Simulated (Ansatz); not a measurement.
Compare A (`NCC1BC1`) with its isomer B (`CN1BCC1`).

Calculated with Ansatz (gas phase, PBE0-D4/def2-TZVP geometries, no zero-point term in ΔE). CCSD(T)/CBS adds triple-zeta CCSD(T) − MP2 to the extrapolated MP2 energy (def2 sets, frozen cores). Functionals use def2-TZVPP. B3LYP here is the variant with VWN-RPA as its local correlation; programs differ in this. One conformer a species, not always the lowest.

Problem. Which isomer does CCSD(T)/CBS put lower? Give the gap. (Best estimate.)

Solution. The calculation gave: B, by 45.2 kcal/mol.

Problem. Give E(B) − E(A) in kcal/mol with HF/def2-TZVPP, B3LYP, B3LYP-D4, ωB97M-V, PBE-D4, CCSD(T)/def2-TZVPP, MP2/def2-TZVPP. (An estimate is asked.)

Solution. The calculation gave: HF/def2-TZVPP -44.4, B3LYP -45.2, B3LYP-D4 -45.5, ωB97M-V -44.4, PBE-D4 -45.2, CCSD(T)/def2-TZVPP -46.3, MP2/def2-TZVPP -46.1. None reverses the order clearly.

Largest T1 diagnostic: 0.013.

In def2-TZVPP, CCSD(T) changes the Hartree–Fock value by −1.9 kcal/mol (the triples alone add −0.6 kcal/mol) and MP2 by −1.7 kcal/mol.
